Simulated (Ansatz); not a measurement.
C2H6F2Sn can be A, `FC[CH](F)[SnH3]`, or B, `C[CH2][SnH]([F])[F]`.

Calculated with Ansatz (gas phase, PBE0-D4/def2-TZVP geometries, no zero-point term in ΔE). CBS: MP2 limit from def2 TZ/QZ plus the TZ coupled-cluster correction, frozen cores. DFT in def2-TZVPP. B3LYP here is the variant with VWN-RPA as its local correlation; programs differ in this. Elements past krypton have def2 core potentials. For Sn outer-core shells are correlated without core-valence functions, which leaves a few kJ/mol of doubt a bond. Each species was taken in one conformer, which may not be the lowest.

Problem. Which is lower in electronic energy at CCSD(T)/CBS, and by how much? (Estimate.)

Solution. Ansatz gave: B, by 319.7 kJ/mol.

Problem. Give E(B) − E(A) in kJ/mol with MP2/def2-TZVPP, PBE0-D4, r2SCAN-D4, B3LYP-D4, CCSD/def2-TZVPP, HF/def2-TZVPP, B3LYP. (Best estimate.)

Solution. Computed: MP2/def2-TZVPP -319.9, PBE0-D4 -293.2, r2SCAN-D4 -305.3, B3LYP-D4 -301.3, CCSD/def2-TZVPP -298.0, HF/def2-TZVPP -298.6, B3LYP -301.0. None reverses the order clearly.

Largest T1 diagnostic: 0.013.
